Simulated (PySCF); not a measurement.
**Stationary points of NbO₂I**

These are results of PBE/[Nb def2-SVP with ECP28, O def2-SVP, I def2-SVP with ECP28], scalar-relativistic core potentials, density fitting, no spin–orbit coupling, PySCF, not measurements.

Relaxations began from a few typed shapes. The search is not exhaustive: other isomers or separated fragments can lie lower, and high-lying points may rest on an excited occupation.

**Question.** Order these stationary points by electronic energy, lowest first, in kJ/mol from the lowest minimum.
A. singlet C2v: Nb–I 2.735 Å, Nb–O 1.721 Å (×2); I–Nb–O 125.7° (×2), O–Nb–O 108.6°
B. singlet Cs: Nb–I 2.700 Å, Nb–O 1.720 Å (×2); I–Nb–O 111.7° (×2), O–Nb–O 105.6°

**Answer.** B (0.0), A (14.7).

**Question.** Which of them are minima?

**Answer.** By energy in kJ/mol, 0.0: minimum; 14.7: saddle point, 1 imaginary mode.

Formally Nb is in oxidation state +5, d0. The polar-tensor charge on Nb, 1.72, is far below the formal one.
